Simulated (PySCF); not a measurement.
# Spinor energies of Eu(53+) (europium, charge +53)

Start: [Ne]. Calculated with PySCF 2.14 in an uncontracted even-tempered set (17 s from 33 bohr⁻², ratio 2.4; 13 p from 43 bohr⁻², ratio 2.4; 5 d from 160 bohr⁻², ratio 2.6; 4 f from 230 bohr⁻², ratio 2.6): generalised Hartree-Fock with the X2C-1e Hamiltonian and a Gaussian nucleus; one run each with spin-orbit coupling (SO) switched off, then screened by Boettger's factors.

```csv
spinor shell,electrons,"ε, spin-free (eV)","ε, screened SO (eV)",weight of nominal j (screened SO),"rms radius, screened SO (bohr)"
1s1/2,2,-52863.6,-52857.2,1.000,0.0254
2s1/2,2,-11946.6,-11945.0,1.000,0.101
2p1/2,2,-11095.5,-11569.7,1.000,0.0861
```

(1) Where does 2p3/2 lie, and what is the 2p spin-orbit splitting (screened SO)?

```json
{"quantity": "E (hartree)", "spin-free": "-7766.18010", "screened SO": "-7771.51689"}
{"quantity": "M_J", "spin-free": "0", "screened SO": "0"}
{"quantity": "⟨J²⟩", "spin-free": "0.000", "screened SO": "0.000"}
{"quantity": "⟨L²⟩", "spin-free": "0.000", "screened SO": "0.017"}
{"quantity": "⟨S²⟩", "spin-free": "0.000", "screened SO": "0.017"}
```

Breit and QED terms are absent; they matter most for the inner s and p1/2 levels.

Densities and radii are taken from the X2C orbitals without a picture-change correction, which distorts them close to the nucleus.

Without spin-orbit coupling the j labels of p, d and f shells carry no meaning; the spin-free column gives the mean over the occupied spinors of each nl shell.

Answers

(1) At -10892.7 eV, 677.00 eV above 2p1/2.
